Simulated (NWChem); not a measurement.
Molecule: C$_{4}$H$_{4}$N, doublet; SMILES C1=C[N]C=C1

```xyz
9

C      0.6826     0.9744    -0.0134
C      1.0577    -0.4345    -0.0207
N     -0.0025    -1.2497     0.0000
C     -1.0595    -0.4304     0.0206
C     -0.6788     0.9771     0.0134
H      1.3620     1.8258    -0.0256
H      2.0764    -0.8326    -0.0421
H     -2.0798    -0.8244     0.0420
H     -1.3548     1.8312     0.0256
```
Atoms are numbered in this order, from 1.

Results from NWChem. Spin-unrestricted. Coordinates come from a PBE0/def2-SVP, spin-unrestricted optimisation. No stability test was run on the SCF state. Solvent water, SMD (1 M gas to 1 M solution), gas-phase geometry. Reactions with the solvent are ignored.

For level PBE0/def2-SVPD:

```
Property                Result
----------------------  ------
dipole in solution (D)    2.92
```

How do the values read with level PBE0/def2-SVP instead?


| Quantity | Value |
|---|---|
| dipole in solution (D) | 2.61 |
